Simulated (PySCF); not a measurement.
Two species compared at the same levels of theory.

First species: C7H13OP.
SMILES: `C=[P@]1(C)CC=C(OC)C1`

Second species: C7H13OP.
Atom-mapped SMILES: `[CH3:1][C:2](=[O:3])[P:4]([CH3:5])[CH:6]1[CH2:7][CH2:8][CH2:9]1` (hydrogens: H10, H11, H12 on C1; H13, H14, H15 on C5; H16 on C6; H17, H18 on C7; H19, H20 on C8; H21, H22 on C9)

Levels: PBE0/pcSseg-1 for HOMO energy, LUMO energy and HOMO–LUMO gap. Geometries: GFN2-xTB. Each structure is a single optimised conformer of the isolated species, non-relativistic unless stated. Electronic properties by PySCF.

The conformers computed, where there is a choice (atom-mapped SMILES and torsion angles):
- `[CH3:1][C:2](=[O:3])[P:4]([CH3:5])[CH:6]1[CH2:7][CH2:8][CH2:9]1`: C1–C2–P4–C5 179°, C2–P4–C6–C7 167°

The conformers of `C=[P@]1(C)CC=C(OC)C1` aren't listed.

Values for the first species:

* HOMO energy: -5.22 eV
* LUMO energy: 0.66 eV
* HOMO–LUMO gap: 5.88 eV

Q: Estimate the same properties for the second species, and the change in each.

A: 
```json
{"property": "HOMO energy", "first": "-5.22 eV", "second": "-6.47 eV", "second less first": "-1.25 eV"}
{"property": "LUMO energy", "first": "0.66 eV", "second": "-0.72 eV", "second less first": "-1.38 eV"}
{"property": "HOMO–LUMO gap", "first": "5.88 eV", "second": "5.75 eV", "second less first": "-0.13 eV"}
```

